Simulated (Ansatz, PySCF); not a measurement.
This singlet lies 3.20 eV below the relaxed triplet at the level composite: frozen-core CCSD(T) with HF/cc-pVQZ and the correlation energy extrapolated as X^-3 from cc-pVTZ and cc-pVQZ, plus CCSDT(Q) minus CCSD(T) in cc-pVDZ // PBE0-D3(BJ)/def2-TZVP (Ansatz, an electronic-structure program).

**F2Si, SMILES `F[Si]F` (lower singlet) (charge 0, multiplicity 1)**

All values below come from PBE0-D3(BJ)/def2-TZVP (PySCF).

```yaml
HOMO: -8.30 eV
dipole_moment: 1.09 D
HOMO–LUMO gap: 6.17 eV
LUMO: -2.13 eV
total_energy: -489.0611 Ha
cost: roughly 8 core-seconds
```

```xyz
3

F     -1.2315    -0.3423     0.0000
Si    -0.0006     0.6823     0.0000
F      1.2321    -0.3401     0.0000
```
Charge 0, spin multiplicity 1.
